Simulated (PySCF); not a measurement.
Ligands exchanged one at a time, B OH-SiH3. Isolated molecules, 0 K electronic values unless said otherwise. One relaxed conformer stands for each flexible species; it need not be the lowest. Strings in code marks are SMILES.

Computed with PBE-D3(BJ)/def2-TZVP // B3LYP-D3(BJ)/def2-TZVP (PySCF). All candidates: neutral, multiplicity 1. Excitations are Tamm–Dancoff values on a coarser integration grid. The basis has no diffuse functions, so Rydberg states are missing or too high.

```yaml
T1 excitation (TDA): 6.61 eV
HOMO–LUMO gap: 6.70 eV
S1 excitation (TDA): 6.75 eV
```

Task: Which member has these values?
(A) `[SiH3]B([SiH3])[SiH3]`
(B) `OB([SiH3])[SiH3]` (H–O–B–Si torsion 0°)
(C) `OB(O)[SiH3]` (H–O–B–Si torsion 1°, Si–B–O–H torsion -1°)
(D) `OB(O)O`

Result: D, `OB(O)O`. The others give `OB(O)[SiH3]` (H–O–B–Si torsion 1°, Si–B–O–H torsion -1°): 5.03 eV, 5.54 eV, 6.01 eV; `OB([SiH3])[SiH3]` (H–O–B–Si torsion 0°): 3.17 eV, 3.60 eV, 3.89 eV; `[SiH3]B([SiH3])[SiH3]`: 2.35 eV, 2.79 eV, 3.05 eV
